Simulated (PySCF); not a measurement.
Compound: SnBr2.
SMILES: `[Br][Sn][Br]`

Theory: PBE0-D3(BJ)/def2-SVP geometry optimisation, gas phase, def2 core potentials past Kr (PySCF).

Take the most abundant isotopes and a rigid rotor. 

Problem. Give the principal moments of inertia and the rotational constants in MHz.

Solution. Ia = 189.34, Ib = 574.59, Ic = 763.93 u·Å²; 505379 MHz·u·Å²/I gives A = 2669, B = 879.5, C = 661.6 MHz.

Problem. What kind of rotor is it?

Solution. An asymmetric top. Ray's parameter κ = (2B − A − C)/(A − C) = -0.783; −1 is the prolate and +1 the oblate limit.

Problem. Give the coordinates in the principal-axis frame, origin at the centre of mass.

Solution. The sense of each axis is arbitrary; atoms in the order of the calculation.
| atom | mass (u) | a (Å) | b (Å) | c (Å) |
| --- | --- | --- | --- | --- |
| Sn1 | 119.902 | 0.001 | 0.947 | 0.000 |
| Br2 | 78.918 | 1.907 | -0.721 | 0.000 |
| Br3 | 78.918 | -1.909 | -0.719 | 0.000 |

Problem. Where do the levels up to J = 5 lie, in MHz?

Solution. Above 0(0,0):
J = 1: 1(0,1) 1541, 1(1,1) 3331, 1(1,0) 3549
J = 2: 2(0,2) 4605, 2(1,2) 6195, 2(1,1) 6849, 2(2,1) 12218, 2(2,0) 12237
J = 3: 3(0,3) 9154, 3(1,3) 10480, 3(1,2) 11787, 3(2,2) 16841, 3(2,1) 16934, 3(3,1) 26346, 3(3,0) 26347
J = 4: 4(0,4) 15139, 4(1,4) 16174, 4(1,3) 18347, 4(2,3) 22991, 4(2,2) 23263, 4(3,2) 32545, 4(3,1) 32552, 4(4,1) 45804, 4(4,0) 45804
J = 5: 5(0,5) 22505, 5(1,5) 23262, 5(1,4) 26504, 5(2,4) 30655, 5(2,3) 31266, 5(3,3) 40305, 5(3,2) 40333, 5(4,2) 53552, 5(4,1) 53552, 5(5,1) 70601, 5(5,0) 70601
Those of J = 1 are B + C, A + C and A + B.

Problem. Which lines would a microwave search look for?

Solution. The dipole components are |μa| = 0.00 D, |μb| = 3.15 D, |μc| = 0.00 D; the symmetry axis of this C2v structure is b, so μa and μc vanish by symmetry and there are no a-type or c-type lines. Some lines, for components of 0.1 D or more:

```
type  branch         J(Ka,Kc)    MHz  lower level (cm⁻¹)
   b       R  2(0,2) ← 1(1,1)   1274               0.111
   b       Q  1(1,0) ← 1(0,1)   2008               0.051
   b       Q  2(1,1) ← 2(0,2)   2244               0.154
   b       Q  3(1,2) ← 3(0,3)   2633               0.305
   b       R  2(1,2) ← 1(0,1)   4654               0.051
   b       Q  2(2,0) ← 2(1,1)   5388               0.228
   b       R  3(1,3) ← 2(0,2)   5875               0.154
   b       Q  2(2,1) ← 2(1,2)   6023               0.207
   b       Q  3(2,2) ← 3(1,3)   6361               0.350
   b       R  2(2,0) ← 1(1,1)   8906               0.111
   b       Q  3(3,0) ← 3(2,1)   9413               0.565
   b       Q  3(3,1) ← 3(2,2)   9505               0.562
   b       R  3(2,2) ← 2(1,1)   9992               0.228
   b       R  3(2,1) ← 2(1,2)  10739               0.207
   b       R  3(3,1) ← 2(2,0)  14109               0.408
   b       R  3(3,0) ← 2(2,1)  14129               0.408
```

Problem. Estimate the classical rotational partition function at 10 K, 50 K and 200 K.

Solution. Point group C2v, symmetry number σ = 2; q = (√π/σ)·√((kT/h)³/(ABC)), k/h = 20836.6 MHz/K: 2140 at 10 K, 23900 at 50 K, 191000 at 200 K.

PBE0-D3(BJ)/def2-SVP frequencies: not computed here. These are rigid-rotor constants of the computed structure; measured ground-state constants (B0) also hold zero-point vibration. Quadrupole hyperfine structure (79Br) is left out.

Hardware: Arm Neoverse V1, one thread (shared host). Cost: 2.0 min of wall time, 0.35 GiB resident at most. These figures are those of the optimisation.
